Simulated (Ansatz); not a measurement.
These are B3LYP-D3(BJ)/def2-SVP (Ansatz, a program for electronic structure) values and carry that method's errors. No frequencies were computed at this level.

Ansatz 0.2 input:
```yaml
crystal:
  periodic: [false, false, false]
  atoms:
    - { symbol: C, position_ang: [-1.461873, 0.280814, 2.309454] }
    - { symbol: C, position_ang: [-2.069002, -0.140214, 1.206076] }
    - { symbol: C, position_ang: [-1.386442, -0.494881, -0.030222] }
    - { symbol: C, position_ang: [-2.064937, -0.847188, -1.123149] }
    - { symbol: C, position_ang: [0.095091, -0.469016, -0.039434] }
    - { symbol: C, position_ang: [0.793911, -1.493755, 0.586474] }
    - { symbol: C, position_ang: [2.176957, -1.507359, 0.5778] }
    - { symbol: C, position_ang: [2.868326, -0.487499, -0.054161] }
    - { symbol: C, position_ang: [2.171151, 0.537701, -0.666885] }
    - { symbol: C, position_ang: [0.779802, 0.570259, -0.67357] }
    - { symbol: Si, position_ang: [-0.150012, 1.995818, -1.488677] }
    - { symbol: H, position_ang: [-0.390618, 0.38457, 2.363922] }
    - { symbol: H, position_ang: [-2.014951, 0.536694, 3.197181] }
    - { symbol: H, position_ang: [-3.148099, -0.227975, 1.179704] }
    - { symbol: H, position_ang: [-3.141838, -0.882984, -1.134818] }
    - { symbol: H, position_ang: [-1.562372, -1.121464, -2.034902] }
    - { symbol: H, position_ang: [0.244661, -2.285607, 1.076931] }
    - { symbol: H, position_ang: [2.713199, -2.310068, 1.063121] }
    - { symbol: H, position_ang: [3.948897, -0.49056, -0.06517] }
    - { symbol: H, position_ang: [2.717517, 1.334869, -1.151598] }
    - { symbol: H, position_ang: [0.81026, 3.079431, -1.719023] }
    - { symbol: H, position_ang: [-0.711337, 1.574238, -2.774816] }
    - { symbol: H, position_ang: [-1.218293, 2.464183, -0.604238] }
basis:
  gaussian: { orbitals: def2-svp }
hamiltonian:
  xc: b3lyp
  dispersion: d3bj
relax:
  max_steps: 150
```

Output:

```
Functional definition: B3LYP
2505 factors; integrals over basis functions are off by at most 4.4e-4 eV
mean field evaluation 1: about -18419.8954 eV, gradient 6.7e1 eV
mean field evaluation 2: about -18417.8437 eV, gradient 7.4e1 eV
mean field evaluation 4: about -18432.3822 eV, gradient 6.4e0 eV
mean field evaluation 8: about -18432.5455 eV, gradient 4.7e-1 eV
mean field evaluation 16: about -18432.5462 eV, gradient 1.9e-4 eV
mean field -18432.54615431 eV, -677.3835771425 hartree, gradient 4.4e-5 eV, S^2 0.000000; 0 other end points of the search recorded, 0 dependent functions left out
reference -18432.54649487 eV, -677.3835896578 hartree; 43, 43 occupied and 175, 175 virtual orbitals, 2505 factors
relax step   1: F+E_penalty+E_count = -18433.90380664 eV  Δ(F+E_penalty+E_count) = +0.000e0 eV  max|allowed force component| = 6.086e-1 eV/Å  Δτ_max = 0.0000 Å  (30 SCF iters, accepted)
these checks for a lower state are left out or cut short: starts, cluster_reference, orbital_swaps, neighbouring_geometries, increment
2505 factors; integrals over basis functions are off by at most 4.7e-4 eV
mean field -18432.66324912 eV, -677.3878802974 hartree, gradient 2.3e-5 eV, S^2 0.000000; 0 other end points of the search recorded, 0 dependent functions left out
reference -18432.66359344 eV, -677.3878929507 hartree; 43, 43 occupied and 175, 175 virtual orbitals, 2505 factors
relax step   2: F+E_penalty+E_count = -18434.00640745 eV  Δ(F+E_penalty+E_count) = -1.026e-1 eV  max|allowed force component| = 1.400e-1 eV/Å  Δτ_max = 0.0516 Å  (32 SCF iters, accepted)
these checks for a lower state are left out or cut short: starts, cluster_reference, orbital_swaps, neighbouring_geometries, increment
2505 factors; integrals over basis functions are off by at most 4.8e-4 eV
mean field evaluation 32: about -18432.6725 eV, gradient 2.3e-5 eV
mean field -18432.67250808 eV, -677.3882205576 hartree, gradient 2.3e-5 eV, S^2 0.000000; 0 other end points of the search recorded, 0 dependent functions left out
reference -18432.67285372 eV, -677.3882332599 hartree; 43, 43 occupied and 175, 175 virtual orbitals, 2505 factors
relax step   3: F+E_penalty+E_count = -18434.01086433 eV  Δ(F+E_penalty+E_count) = -4.457e-3 eV  max|allowed force component| = 1.975e-1 eV/Å  Δτ_max = 0.0453 Å  (32 SCF iters, accepted)
these checks for a lower state are left out or cut short: starts, cluster_reference, orbital_swaps, neighbouring_geometries, increment
2505 factors; integrals over basis functions are off by at most 4.9e-4 eV
mean field -18432.67593821 eV, -677.3883466128 hartree, gradient 2.2e-5 eV, S^2 0.000000; 0 other end points of the search recorded, 0 dependent functions left out
reference -18432.67628379 eV, -677.3883593126 hartree; 43, 43 occupied and 175, 175 virtual orbitals, 2505 factors
relax step   4: F+E_penalty+E_count = -18434.01409075 eV  Δ(F+E_penalty+E_count) = -3.226e-3 eV  max|allowed force component| = 8.274e-2 eV/Å  Δτ_max = 0.0397 Å  (32 SCF iters, accepted)
these checks for a lower state are left out or cut short: starts, cluster_reference, orbital_swaps, neighbouring_geometries, increment
2505 factors; integrals over basis functions are off by at most 4.8e-4 eV
mean field -18432.67610270 eV, -677.3883526578 hartree, gradient 1.2e-5 eV, S^2 0.000000; 0 other end points of the search recorded, 0 dependent functions left out
reference -18432.67644822 eV, -677.3883653553 hartree; 43, 43 occupied and 175, 175 virtual orbitals, 2505 factors
relax step   5: F+E_penalty+E_count = -18434.01460831 eV  Δ(F+E_penalty+E_count) = -5.176e-4 eV  max|allowed force component| = 2.372e-2 eV/Å  Δτ_max = 0.0068 Å  (26 SCF iters, accepted)
these checks for a lower state are left out or cut short: starts, cluster_reference, orbital_swaps, neighbouring_geometries, increment
2505 factors; integrals over basis functions are off by at most 4.8e-4 eV
mean field -18432.67705300 eV, -677.3883875805 hartree, gradient 2.2e-5 eV, S^2 0.000000; 0 other end points of the search recorded, 0 dependent functions left out
reference -18432.67739866 eV, -677.3884002832 hartree; 43, 43 occupied and 175, 175 virtual orbitals, 2505 factors
relax step   6: F+E_penalty+E_count = -18434.01503943 eV  Δ(F+E_penalty+E_count) = -4.311e-4 eV  max|allowed force component| = 3.446e-2 eV/Å  Δτ_max = 0.0288 Å  (32 SCF iters, accepted)
these checks for a lower state are left out or cut short: starts, cluster_reference, orbital_swaps, neighbouring_geometries, increment
2505 factors; integrals over basis functions are off by at most 4.8e-4 eV
mean field -18432.67775092 eV, -677.3884132284 hartree, gradient 2.2e-5 eV, S^2 0.000000; 0 other end points of the search recorded, 0 dependent functions left out
reference -18432.67809683 eV, -677.3884259407 hartree; 43, 43 occupied and 175, 175 virtual orbitals, 2505 factors
relax step   7: F+E_penalty+E_count = -18434.01537182 eV  Δ(F+E_penalty+E_count) = -3.324e-4 eV  max|allowed force component| = 3.546e-2 eV/Å  Δτ_max = 0.0375 Å  (32 SCF iters, accepted)
these checks for a lower state are left out or cut short: starts, cluster_reference, orbital_swaps, neighbouring_geometries, increment
2505 factors; integrals over basis functions are off by at most 4.8e-4 eV
mean field evaluation 64: about -18432.6783 eV, gradient 2.4e-4 eV
mean field -18432.67827381 eV, -677.3884324446 hartree, gradient 2.2e-5 eV, S^2 0.000000; 0 other end points of the search recorded, 0 dependent functions left out
reference -18432.67861997 eV, -677.3884451656 hartree; 43, 43 occupied and 175, 175 virtual orbitals, 2505 factors
relax step   8: F+E_penalty+E_count = -18434.01561228 eV  Δ(F+E_penalty+E_count) = -2.405e-4 eV  max|allowed force component| = 2.291e-2 eV/Å  Δτ_max = 0.0452 Å  (32 SCF iters, accepted)
these checks for a lower state are left out or cut short: starts, cluster_reference, orbital_swaps, neighbouring_geometries, increment
2505 factors; integrals over basis functions are off by at most 4.9e-4 eV
mean field -18432.67845385 eV, -677.3884390607 hartree, gradient 1.7e-5 eV, S^2 0.000000; 0 other end points of the search recorded, 0 dependent functions left out
reference -18432.67880003 eV, -677.3884517828 hartree; 43, 43 occupied and 175, 175 virtual orbitals, 2505 factors
relax step   9: F+E_penalty+E_count = -18434.01573218 eV  Δ(F+E_penalty+E_count) = -1.199e-4 eV  max|allowed force component| = 1.484e-2 eV/Å  Δτ_max = 0.0170 Å  (25 SCF iters, accepted)
these checks for a lower state are left out or cut short: starts, cluster_reference, orbital_swaps, neighbouring_geometries, increment
2505 factors; integrals over basis functions are off by at most 4.9e-4 eV
mean field -18432.67857432 eV, -677.3884434881 hartree, gradient 1.7e-5 eV, S^2 0.000000; 0 other end points of the search recorded, 0 dependent functions left out
reference -18432.67892045 eV, -677.3884562081 hartree; 43, 43 occupied and 175, 175 virtual orbitals, 2505 factors
relax step  10: F+E_penalty+E_count = -18434.01577790 eV  Δ(F+E_penalty+E_count) = -4.573e-5 eV  max|allowed force component| = 9.980e-3 eV/Å  Δτ_max = 0.0096 Å  (25 SCF iters, accepted)
2505 factors; integrals over basis functions are off by at most 4.9e-4 eV
mean field evaluation 96: about -18432.6786 eV, gradient 1.7e-4 eV
mean field -18432.67857432 eV, -677.3884434881 hartree, gradient 1.7e-5 eV, S^2 0.000000; 1 other end points of the search recorded, 0 dependent functions left out
reference -18432.67892045 eV, -677.3884562081 hartree; 43, 43 occupied and 175, 175 virtual orbitals, 2505 factors
Total energy: -18434.01612403 eV, -677.4375975333 hartree
Atom 0 at    -1.504302     0.184183     2.391958 Å, force    -0.000488     0.004591    -0.002203 eV/Å
Atom 1 at    -2.094722    -0.186285     1.245241 Å, force    -0.001794     0.005084    -0.000211 eV/Å
Atom 2 at    -1.402112    -0.495492    -0.012562 Å, force     0.009980     0.000118    -0.003983 eV/Å
Atom 3 at    -2.096334    -0.777842    -1.132673 Å, force    -0.003768     0.000281     0.001591 eV/Å
Atom 4 at     0.093619    -0.468709    -0.033216 Å, force    -0.006376    -0.002920     0.001359 eV/Å
Atom 5 at     0.811922    -1.477739     0.624994 Å, force     0.003208     0.002245     0.001007 eV/Å
Atom 6 at     2.207662    -1.486225     0.608151 Å, force    -0.000512    -0.001166    -0.000068 eV/Å
Atom 7 at     2.901439    -0.474280    -0.059686 Å, force     0.000413     0.000684    -0.001124 eV/Å
Atom 8 at     2.191998     0.541069    -0.704215 Å, force     0.000260     0.001005     0.002060 eV/Å
Atom 9 at     0.785200     0.564720    -0.704559 Å, force    -0.001046    -0.005979     0.000211 eV/Å
Atom 10 at    -0.123530     1.979232    -1.561876 Å, force    -0.000447     0.003403     0.000962 eV/Å
Atom 11 at    -0.418713     0.280029     2.473314 Å, force     0.000022    -0.003178     0.001461 eV/Å
Atom 12 at    -2.096031     0.407409     3.282876 Å, force    -0.000513    -0.000872     0.000096 eV/Å
Atom 13 at    -3.187564    -0.259372     1.205233 Å, force     0.000451    -0.003219     0.001958 eV/Å
Atom 14 at    -3.190196    -0.780495    -1.133060 Å, force     0.002599    -0.001357     0.000071 eV/Å
Atom 15 at    -1.590763    -1.014469    -2.071206 Å, force    -0.000643     0.002017    -0.001184 eV/Å
Atom 16 at     0.265060    -2.265149     1.148857 Å, force    -0.000207    -0.000083     0.000184 eV/Å
Atom 17 at     2.753744    -2.284148     1.117433 Å, force    -0.000182     0.000192     0.000241 eV/Å
Atom 18 at     3.994073    -0.472519    -0.073675 Å, force    -0.000064    -0.000325    -0.000501 eV/Å
Atom 19 at     2.744483     1.336251    -1.212325 Å, force    -0.000265    -0.000582    -0.000949 eV/Å
Atom 20 at     0.883109     3.045275    -1.846469 Å, force    -0.000408     0.000263     0.000571 eV/Å
Atom 21 at    -0.731948     1.566303    -2.860130 Å, force     0.000432    -0.000009    -0.000316 eV/Å
Atom 22 at    -1.196097     2.538260    -0.692404 Å, force    -0.000649    -0.000193    -0.001236 eV/Å
Dipole moment:     0.038578    -0.163949     0.125114 e Å
```

Cost: roughly 8 core-minutes.
